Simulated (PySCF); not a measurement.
# Telling isomers of C₅H₁₀F₂OSi apart by NMR

How the numbers were obtained: shieldings: GIAO PBE0/pcSseg-1, geometry from GFN2-xTB, in PySCF 2.14 (no solvent, single conformer, rapidly exchanging positions averaged, relativity neglected).

δ = σ(ref) − σ, references computed at the same level: $^{1}$H (σ = 31.72 ppm) and $^{13}$C (σ = 186.93 ppm) vs TMS. Splittings of carbon signals by F and P are missing where no couplings were computed. Where no couplings were computed, multiplicities follow the n + 1 count of equivalent neighbours, and m marks all less simple cases (inequivalent or close neighbours, rings, F or P nearby). Shifts are as computed. Against solution values, carbons near 30 ppm lie about +3 ppm off and those near 130 ppm about +5 ppm. Of 1211 compounds with measured shifts, 218 miss one by over three times the rms of a fit or turn the order of signals round; such compounds aren't used in these exercises.

(1) Tabulate the signals of `CCO[SiH2]C(C)=C(F)F`, `CCC([SiH2]OC)=C(F)F` and their relative energies.

(2) What is the quickest way to tell CCO[SiH2]C(C)=C(F)F from CCC([SiH2]OC)=C(F)F?

Answers

(1) 
| SMILES | carbon types | δC | δH | E rel. (kcal/mol) |
| --- | --- | --- | --- | --- |
| CCO[SiH2]C(C)=C(F)F | 2×C 1×CH2 2×CH3 | 167.2, 80.1, 64.2, 20.0, 11.9 | 5.26 (s, 2H), 4.16 (q, 2H), 1.85 (s, 3H), 1.35 (t, 3H) | 0.0 |
| CCC([SiH2]OC)=C(F)F | 2×C 1×CH2 2×CH3 | 167.3, 86.5, 54.0, 22.3, 18.4 | 5.23 (s, 2H), 3.88 (s, 3H), 2.30 (q, 2H), 1.10 (t, 3H) | 2.5 |

Energies are electronic energies at PBE0/pcSseg-1 on these geometries, without zero-point or thermal terms, each for the one conformer computed, which needn't be the lowest.

(2) Both give the same number of carbon signals, with the same numbers of each carbon type, so the positions decide. The first has an sp3 CH2 bonded to O at 64.2 ppm, the second an allylic sp3 CH2 at 22.3 ppm. Their most deshielded carbons lie at 167.2 and 167.3 ppm.
